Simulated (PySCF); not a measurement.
States of one metal complex from SC-NEVPT2 in the d shell, PySCF, above the ground state:

```
2S+1  degeneracy  energy / cm⁻¹  f (electric dipole)
   3           1              0                    –
   3           1          12517                    0
   3           2          12567                    0
   1           2          16495                    –
   3           1          20625                    0
   3           2          20644                    0
   1           1          28378                    –
   1           2          28427                    –
   1           1          28574                    –
   3           1          32654                    0
   3           2          32778                    0
   1           1          34510                    –
```

Which of these complexes, all computed at model or optimised geometries, gave the data?
A. [VCl4]- (d2, tetrahedral)
B. NiCl2 (d8, linear)
C. [Ni(NH3)6]2+ (d8, octahedral)
D. [Ti(SH)5]3- (d2, square pyramidal)

C. [Ni(NH3)6]2+ (d8, octahedral) has 3Ag (from 3A2g), then 3Ag (from 3T2g) at 12517, 3Eg (from 3T2g) at 12567 cm⁻¹ (NEVPT2). The others: [Ti(SH)5]3- (d2, square pyramidal) has a 2S+1 = 3 state (97 % 3F), then a 2S+1 = 3 state (98 % 3F) at 1181, a 2S+1 = 3 state (99 % 3F) at 2849 cm⁻¹ (NEVPT2); [VCl4]- (d2, tetrahedral) has 3A2, then 3T2 at 6786, 3T1 at 11300 cm⁻¹ (NEVPT2); NiCl2 (d8, linear) has 3Σg-, then 3Πg at 953, 3Δg at 3263 cm⁻¹ (NEVPT2).

On [Ni(NH3)6]2+: NEVPT2 lifts 3Ag (from 3T2g) from 9126 to 12517 cm⁻¹; on the d shell alone it tends to overshoot states that fill the eg-type orbitals.
